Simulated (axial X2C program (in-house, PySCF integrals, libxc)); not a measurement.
# Low determinants of KS at the PBE0 level, 2c

Calculated with an in-house all-electron X2C program for linear molecules (integrals from PySCF). Two-component (2c) means X2C with spin–orbit coupling and atomic mean-field two-electron Coulomb and Gaunt terms. Basis: K dyall-cv3z [11s12p6d3f], S dyall-av3z [9s8p3d2f] (cores contracted in-house); Gaussian nuclei, density fitting, unrestricted open shells. Masses: K 38.964 u, S 31.972 u.

Search at 2.870 Å (vertical energies from the lowest determinant):

```
ΔE (eV)    state  electrons beyond evenly filled partner blocks  electrons in ±ω = 1/2, 3/2, 5/2, 7/2
   0.00  Ω = 3/2                                        ω = 3/2                              28 7 0 0
   0.04  Ω = 1/2                                        ω = 1/2                              27 8 0 0
   2.88  Ω = 1/2                          2 × ω = -1/2, ω = 3/2                              28 7 0 0
   3.11  Ω = 5/2                           2 × ω = 1/2, ω = 3/2                              28 7 0 0
   4.07  Ω = 1/2                                        ω = 1/2                              29 6 0 0
   4.09  Ω = 5/2                          ω = -1/2, 2 × ω = 3/2                              27 8 0 0
   4.43  Ω = 7/2                           ω = 1/2, 2 × ω = 3/2                              27 8 0 0
```

Lowest determinant, Ω = 3/2 (⟨Sz⟩ = 0.50, ⟨Lz⟩ = 1.00 at PBE0): Re = 2.812 Å, ωe = 253.4 cm⁻¹.

The determinant in row 2 of the search, Ω = 1/2 (⟨Sz⟩ = -0.50, ⟨Lz⟩ = 1.00 at PBE0), was followed along the bond at PBE0; measured from the minimum of the lowest determinant it gives:

Te = 0.040 eV (326 cm⁻¹), Re = 2.812 Å, ωe = 253.4 cm⁻¹.

(1) Compare the bond of the determinant in row 2 with that of the lowest one.

The search compares states at one distance, so a state with another bond length can lie lower; it is not exhaustive and yields mostly the lowest determinant of each block pattern, so other components and higher states of one pattern are missing. These are energies of single determinants, not of spin-adapted states; PBE0 term energies can be off by some tenths of an eV, and the functional has no current term. The lowest determinant need not be the ground state where others lie within half an eV.

## Answers

(1) At PBE0 its Re is the same within 0.001 Å and its force constant, which goes as ωe², is 1.00 times that of the lowest determinant. T0 ≈ Te + Δωe/2 = 326 + (0) = 326 cm⁻¹.
